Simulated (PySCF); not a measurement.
## Excitation energy of Ge²⁺ by level of theory

Ge²⁺ [Ar] 3d10 4s2 (1S) → Ge²⁺ [Ar] 3d9 4s2 5s1 (3D), as a difference of total energies. Calculation: PySCF 2.14, in aug-cc-pwCVTZ-PP with ECP10MDF (8s7p6d4f1g, 96 functions); scalar relativity through the core potential. Correlated levels: valence and next inner shell: nothing frozen outside the core potential. The calculations carry no spin-orbit coupling.

```json
{"method": "UHF", "excitation energy (eV)": "43.680"}
{"method": "PBE0", "excitation energy (eV)": "45.119"}
{"method": "r2SCAN", "excitation energy (eV)": "45.100"}
{"method": "wB97M-V", "excitation energy (eV)": "44.668"}
{"method": "TPSSh", "excitation energy (eV)": "45.248"}
{"method": "MP2 (valence and next inner shell)", "excitation energy (eV)": "45.938"}
{"method": "SCS-MP2 (valence and next inner shell)", "excitation energy (eV)": "45.675"}
```

Question: How much does correlation contribute at MP2 (valence and next inner shell)?

Answer: 45.938 − (43.680) = 2.258 eV, measured against UHF.

The upper state lies above the first ionisation limit, where it may autoionise and the basis confines it. A Rydberg-like electron needs more diffuse functions than a valence basis has.

The promoted electron is Rydberg-like, and one or two diffuse shells describe it only roughly, which tends to raise the upper state.
